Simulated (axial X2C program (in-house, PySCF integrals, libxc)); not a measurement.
**TiP: the levels of the configuration d1 s0 p(π)0**

Calculated with an axial X2C code built on PySCF integrals: two-component X2C with atomic mean-field Coulomb and Gaunt terms, basis Ti dyall-v3z, P dyall-v3z (cores contracted in-house). Orbitals come from Hartree–Fock averaged over the configuration Ti d1 s0 p(π)0; CI then distributes these electrons over the d, s, p(π) shells of Ti.

R = 2.108 Å (near the minimum of the configuration average).

Active spinors (ω > 0):

| shell | ω | ε (eV) | character |
| --- | --- | --- | --- |
| d | 1/2 | 1.30 | 74% Ti d, 21% Ti s |
| d | 3/2 | 1.85 | 69% Ti d, 15% Ti p, 13% P p |
| d | 1/2 | 1.89 | 70% Ti d, 14% Ti p, 12% P p |
| d | 3/2 | 2.41 | 100% Ti d |
| d | 5/2 | 2.42 | 100% Ti d |
| s | 1/2 | 1.92 | 77% Ti s, 12% Ti p, 8% Ti d |
| p(π) | 1/2 | 1.15 | 89% Ti p, 5% Ti d, 4% P p |
| p(π) | 3/2 | 1.16 | 89% Ti p, 5% Ti d, 4% P p |

Lowest levels of this model:

```json
{"Ω": "3/2", "energy (cm⁻¹)": "0", "g∥": "2.00", "μ (D)": "-7.44", "configuration": "100% d1"}
{"Ω": "5/2", "energy (cm⁻¹)": "150", "g∥": "6.00", "μ (D)": "-7.44", "configuration": "100% d1"}
{"Ω": "1/2", "energy (cm⁻¹)": "2669", "g∥": "2.00", "μ (D)": "-7.47", "configuration": "100% d1"}
{"Ω": "1/2", "energy (cm⁻¹)": "8560", "g∥": "0.00", "μ (D)": "-8.43", "configuration": "100% d1"}
{"Ω": "3/2", "energy (cm⁻¹)": "8885", "g∥": "4.00", "μ (D)": "-8.51", "configuration": "100% d1"}
```

g∥ is the magnitude of 2⟨Lz + ge Sz⟩ for the +Ω component. μ is positive if the P end is positive.

(1) From Ω and g∥ of the lowest level, whose 2⟨Lz + ge Sz⟩ is positive, find ⟨Sz⟩ and ⟨Lz⟩ (ge = 2.0023).

Occupations of the active spinors in the lowest level by ω, shell by shell in order of energy: -5/2: 0.00; -3/2: 0.00 0.00 0.00; -1/2: 0.00 0.00 0.00 0.00; 1/2: 0.00 0.00 0.00 0.00; 3/2: 0.00 1.00 0.00; 5/2: 0.00. The leading determinant has weight 1.00 among 3.

This point took 0.81 s on 1 thread of Arm Neoverse V1, on a shared host.

Dynamic correlation is missing, so gaps between terms are too wide and other configurations may lie lower; the lowest level listed is that of this model, not necessarily the ground state. For d shells the ligand-field splittings (σ, π, δ) and their order can be off by a thousand cm⁻¹ or more. At most 6 roots were kept for each Ω > 0 (twice that for Ω = 0) within 3.2 eV of the lowest, so higher up levels can be missing between those listed; levels with Ω > 0 are doubly degenerate and listed once, Ω = 0 levels singly. Some active spinors are only partly of the character that their shell is named for, so the shell names and counts are nominal. States that fill the shells left empty in the average are placed too high. Along the bond the averaged SCF switches between close solutions, so this one may not be the lowest.

Results:

(1) Ω = ⟨Lz⟩ + ⟨Sz⟩ = 3/2 and ⟨Lz⟩ + ge⟨Sz⟩ = 1.000, so ⟨Sz⟩ = -0.50 and ⟨Lz⟩ = 2.00.
